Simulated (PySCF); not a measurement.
# Working out the excitation energy of C

C [He] 2s2 2p2 (3P) → C [He] 2s1 2p3 (5S). All numbers are calculated (PySCF 2.14, the spin-free X2C one-electron Hamiltonian (Gaussian nucleus), in aug-cc-pVTZ-DK (5s4p3d2f, 46 functions)). Frozen: 1s2. Energies in hartree (1 hartree = 27.21139 eV):

```
            part   C (lower)   C (upper)
             UHF  -37.706756  -37.611282
CCSD correlation   -0.087849   -0.033987
             (T)   -0.002172   -0.000355
```

**Question.** What does Hartree-Fock give?

**Answer.** (-37.611282) − (-37.706756) = 0.095474 hartree = 2.598 eV.

**Question.** What do CCSD and CCSD(T) give?

**Answer.** The CCSD correlation energies differ by 0.053862 hartree = 1.466 eV and the triples by 0.001817 hartree = 0.049 eV, so CCSD gives 4.064 eV and CCSD(T) 4.113 eV.

Measured between the centres of the two terms (NIST): 4.179 eV, so CCSD(T) (valence) is off by -0.066 eV.

What remains against the reference includes basis incompleteness, the frozen core and higher excitations.
